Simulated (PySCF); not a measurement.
TiO2, SMILES [Ti](=[O])=[O], multiplicity 1. Geometry: TPSSh-D3(BJ)/def2-TZVP. The multiplicity is an assumed one; other spin states were not compared. The isomer is the one that the SMILES or the coordinates give; other isomers of the formula were not compared.

Q: Give the equilibrium geometry at TPSSh-D3(BJ)/def2-TZVP (PySCF confirms it by a frequency run) as Cartesian coordinates in Å, and its point group. (Estimate from the structure and the level; the computed values follow.)

A: point group C2v.
```xyz
3

Ti     0.0000     0.0000     0.3899
O      0.0000    -1.3567    -0.5362
O      0.0000     1.3567    -0.5362
```
